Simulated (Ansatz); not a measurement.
Computed with Ansatz.

A structure relaxed at PBE0-D4/def2-TZVP, charge 0, multiplicity 1:

Cartesian coordinates in Å:
```
C 0.562 0.630 -2.387
N -0.331 0.397 -1.262
Sn 0.073 -1.105 0.003
Cl 2.283 -0.919 0.768
O -1.068 -0.909 1.567
C -0.835 0.104 2.517
H 0.110 1.348 -3.078
H 0.703 -0.299 -2.947
H 1.557 1.002 -2.111
H -0.539 1.258 -0.774
H -0.152 -2.641 -0.669
H -1.059 1.104 2.121
H -1.500 -0.074 3.367
H 0.197 0.103 2.885
```

**Question.** Give its formula and SMILES.

**Answer.** C2H8ClNOSn, `C[NH][SnH]([Cl])[O]C`.

**Question.** Point group (tolerance 0.08 Å, 0.16 Å for H)?

**Answer.** C1.

**Question.** Summarise the bond lengths by kind.

**Answer.** 1 × C–N 1.455 Å; 6 × C–H 1.093 to 1.098 Å; 1 × N–Sn 2.005 Å; 1 × H–N 1.012 Å; 1 × Cl–Sn 2.346 Å; 1 × O–Sn 1.947 Å; 1 × H–Sn 1.692 Å; 1 × C–O 1.409 Å.
